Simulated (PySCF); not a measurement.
Compound: C5H6NS (doublet state).
Geometry (GFN2-xTB, Å), atoms numbered from 1 in this order:
```
atom  x, y, z in Å
C1    -2.714    0.372   -0.232
C2    -1.393    0.114   -0.061
C3    -0.780   -0.909    0.706
N4     0.544   -0.933    0.698
C5     1.073    0.005   -0.026
C6     2.526    0.207   -0.208
S7    -0.102    1.059   -0.805
H8    -3.055    1.185   -0.845
H9    -3.452   -0.242    0.251
H10   -1.328   -1.639    1.273
H11    2.820    1.198    0.138
H12    3.064   -0.549    0.357
H13    2.794    0.132   -1.262
```

The hyperfine couplings belong to this conformer and change with its torsions.

Identity: `[CH2]c1cnc(C)s1` [radical].

Computed with UKS B3LYP, pcH-1 on C H N S, non-relativistic, mean-field spin-orbit, GIAO in PySCF. Geometry: GFN2-xTB; no solvent, vibrations or thermal averaging. Couplings are sensitive to structure, and on GFN2-xTB geometries they can be far from those on DFT ones. No stability test was run, so a lower SCF solution isn't excluded. ⟨S²⟩ is 0.778 where a pure state has 0.75.

Q: Match the computed a_iso(13C) values +49.5, -43.1, +41.5, +36.8, -12.0 MHz with the sites C1; C2; C3; C5; C6.

A: 
| site | a_iso (MHz) | ρ(0) (bohr⁻³) | position | distance from C1 (Å) | spin population | largest \|T\| (MHz) |
| --- | --- | --- | --- | --- | --- | --- |
| C1 | +49.5 | +0.0441 | largest spin population | 0.00 | +0.63 | 95.1 |
| C2 | -43.1 | -0.0383 | 1 bond from C1 | 1.36 | -0.21 | 24.5 |
| C3 | +41.5 | +0.0370 | a main spin site | 2.50 | +0.43 | 71.7 |
| C5 | +36.8 | +0.0327 | 2 bonds from C3 | 3.81 | +0.29 | 56.8 |
| C6 | -12.0 | -0.0107 | 3 bonds from C3 | 5.24 | -0.03 | 0.7 |

ρ(0) is the spin density at the nucleus and T the dipolar tensor; a_iso includes a spin–orbit part; entries for several nuclei are means. Largest spin populations (Mulliken): C1 (+0.63), C3 (+0.43), C5 (+0.29) and C2 (-0.21). Three atoms exceed +0.15. The positive populations add up to 1.42 and the negative ones to -0.42, together 2S = 1. The angles at C1 add up to 360.0°, so it is planar. Main spin sites, with 60 % or more of the largest population: C1, C3; positions count bonds from the nearest.

Examples of negative spin density at the nucleus (bohr⁻³): C2 (-0.0383), N4 (-0.0213) and C6 (-0.0107).

Means are taken over nuclei equivalent by connectivity, which assumes that they swap fast. H8 and H9 aren't averaged: C1 is flat or nearly so (angle sum 360°), and its turn about the short C1–C2 bond (1.36 Å) is taken as slow. The three 1H nuclei of mean +25.4 MHz run from 1.1 to 37.6 MHz in the frozen geometry.
